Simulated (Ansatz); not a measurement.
`CO[Si]C` + H–F → `CO[Si]F` + CH₄  (ligand exchange at the Si–C bond)

Gas-phase electronic energies from Ansatz, PBE0-D4/def2-TZVP geometries. CCSD(T)/CBS adds triple-zeta CCSD(T) − MP2 to the extrapolated MP2 energy (def2 sets, frozen cores). This one scheme is used for every species. Functionals use def2-TZVPP. B3LYP here is the variant with VWN-RPA as its local correlation; programs differ in this. HSE06 is defined as in plane-wave codes. One conformer a species, not always the lowest.

```
             level  ΔE (kcal/mol)  difference from CCSD(T)/CBS
            PBE-D4          -47.6                          0.9
         revPBE-D4          -46.3                          2.2
           BLYP-D4          -50.6                         -2.1
         r2SCAN-D4          -50.5                         -2.0
            B97M-V          -51.7                         -3.2
           PBE0-D4          -47.6                          0.9
          B3LYP-D4          -50.8                         -2.3
        r2SCANh-D4          -50.2                         -1.7
        r2SCAN0-D4          -49.9                         -1.4
          HSE06-D4          -47.5                          1.0
          BHLYP-D4          -51.6                         -3.1
      CAM-B3LYP-D4          -52.2                         -3.7
           ωB97X-V          -50.5                         -2.0
           ωB97M-V          -50.7                         -2.2
          PBE-QIDH          -48.7                         -0.2
               PBE          -48.7                         -0.2
            revPBE          -48.9                         -0.4
              BLYP          -52.9                         -4.4
            r2SCAN          -50.8                         -2.3
              PBE0          -48.6                         -0.1
             B3LYP          -52.5                         -4.0
           r2SCANh          -50.5                         -2.0
           r2SCAN0          -50.2                         -1.7
             HSE06          -48.4                          0.1
             BHLYP          -53.0                         -4.5
         CAM-B3LYP          -53.2                         -4.7
           LC-ωPBE          -50.0                         -1.5
RPA@PBE/def2-TZVPP          -48.6                         -0.1
       HF/def2-SVP          -51.8                         -3.3
      MP2/def2-SVP          -50.0                         -1.5
  CCSD(T)/def2-SVP          -49.4                         -0.9
     HF/def2-TZVPP          -53.9                         -5.4
SCS-MP2/def2-TZVPP          -50.3                         -1.8
   CCSD/def2-TZVPP          -49.3                         -0.8
CCSD(T)/def2-TZVPP          -48.7                         -0.2
     HF/def2-QZVPP          -54.4                         -5.9
    MP2/def2-QZVPP          -49.2                         -0.7
SCS-MP2/def2-QZVPP          -50.3                         -1.8
      HF/CBS(def2)          -54.4                         -5.9
     MP2/CBS(def2)          -48.9                         -0.4
       CCSD(T)/CBS          -48.5                            0
```

Largest T1 diagnostic among the species: 0.014.

Leaving LDA and LC-ωPBE aside and taking each functional with its dispersion term where it has one, the values spread over 5.9 kcal/mol, from CAM-B3LYP-D4 to revPBE-D4. LDA lies +1.1 kcal/mol from PBE without D4. At CCSD(T), def2-SVP lies −0.8 kcal/mol from the extrapolated value and def2-TZVPP −0.2 kcal/mol.
